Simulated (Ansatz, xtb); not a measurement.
## Isomers of C2H5F2NSi in order of energy

3 gas-phase structures of C2H5F2NSi, from a drawn sample of its isomers (lower ones may exist). Each was relaxed with GFN2-xTB; where two conformers were screened, the lower at r2SCAN-D4/def2-SVP is listed:

A. `C=C[Si](N)(F)F`, a singlet
B. `C=N[SiH2]C(F)F`, a singlet
C. `FC(F)/C=N/[SiH3]`, a singlet

Question: Which do you expect lowest at r2SCAN-D4/def2-SVP, and how would the others follow?

Answer: Calculated order at r2SCAN-D4/def2-SVP: A (0.0), C (447.9), B (468.2) kJ/mol.

Energies above the lowest of each column, in kJ/mol; the last columns are at B3LYP-D3(BJ)/def2-SVP geometries and were run for some of them only (a dash: not run or not comparable):

| structure | GFN2-xTB | HF/STO-3G | r2SCAN-D4/def2-SVP | B3LYP-D3(BJ)/def2-SVP | CCSD(T)/def2-SVP + ΔMP2/def2-TZVPP |
| --- | --- | --- | --- | --- | --- |
| A | 0.0 | 0.0 | 0.0 | 0.0 | 0.0 |
| C | 275.5 | 169.9 | 447.9 | 423.7 | 493.6 |
| B | 306.3 | 186.4 | 468.2 | – | – |

Every level run on A puts it lowest or level with the lowest. Flexible structures stand in one conformer each, not always the lowest. Frequencies (GFN2-xTB) were run for A, C alone. The ΔMP2 step shifts differences by up to 61.3 kJ/mol, which makes them less sure. ΔMP2 is the change of the MP2 energy from the smaller to the larger basis.

Programs: Ansatz 0.2.0, xtb 6.7.1.
